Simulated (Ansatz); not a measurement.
Reactions of C2H7BFNO (`CN(C)B(O)F`).

Program: Ansatz. Geometries: PBE0-D4/def2-TZVP. ΔE: electronic, gas phase. CCSD(T)/CBS adds triple-zeta CCSD(T) − MP2 to the extrapolated MP2 energy (def2 sets, frozen cores). This one scheme is used for every species. For Ge outer-core shells are correlated without core-valence functions, which leaves a few kJ/mol of doubt a bond. Scalar relativity is left out up to krypton. One conformer a species, not always the lowest.

Q: Order these by ΔE at CCSD(T)/CBS, lowest first. (Estimate.)
A. `CN(C)B(O)F` + GeH₄ → `O[B](F)[GeH3]` + `CNC`
B. `CN(C)B(O)F` + `O[SiH](O)S[SiH3]` → `OB(F)S[SiH3]` + `CN(C)[SiH](O)O`
C. `CN(C)B(O)F` + `BCN[SiH3]` → `BCB(O)F` + `CN(C)N[SiH3]`
D. `CN(C)B(O)F` + `[OH][Al]([F])[SH]` → `CN(C)B(F)F` + `[OH][Al]([OH])[SH]`
E. `CN(C)B(O)F` + `[SiH3][O][Ge][Cl]` → `OB(F)O[SiH3]` + `C[N](C)[Ge][Cl]`
F. `CN(C)B(O)F` + `CF` → `OB(F)CF` + `CNC`
G. `CN(C)B(O)F` + CH₃OH → `COB(O)F` + `CNC`
H. `CN(C)B(O)F` + H₂ → `OBF` + `CNC`

A: G (-6.1 kcal/mol), E (-2.6 kcal/mol), D (+4.2 kcal/mol), B (+10.4 kcal/mol), H (+19.0 kcal/mol), F (+23.3 kcal/mol), A (+27.0 kcal/mol), C (+37.3 kcal/mol).

Largest T1 diagnostic: 0.014, for `C[N](C)[Ge][Cl]`.
